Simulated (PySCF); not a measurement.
**Excitation energy of Tm⁺ by level of theory**

Tm⁺ [Xe] 4f13 6s1 (3F) → Tm⁺ [Xe] 4f13 5d1 (high-spin determinant), as a difference of total energies. Calculation: PySCF 2.14, in x2c-TZVPPall; the spin-free X2C one-electron Hamiltonian (Gaussian nucleus). Correlated levels: valence: [Kr] 4d10 frozen; valence and next inner shell: [Ar] 3d10 frozen. The calculations carry no spin-orbit coupling.

```csv
method,excitation energy (eV)
UHF,2.618
LDA,2.430
PBE,2.303
PBE0,2.292
r2SCAN,2.159
MP2 (valence),2.624
SCS-MP2 (valence),2.654
MP2 (valence and next inner shell),2.634
SCS-MP2 (valence and next inner shell),2.665
```

A first-order spin-orbit estimate (lowest level to lowest level, LS coupling) adds 0.094 eV.

The determinant of the upper state mixes LS terms, which raises its energy above the lowest term, most at the Hartree-Fock and MP2 levels.
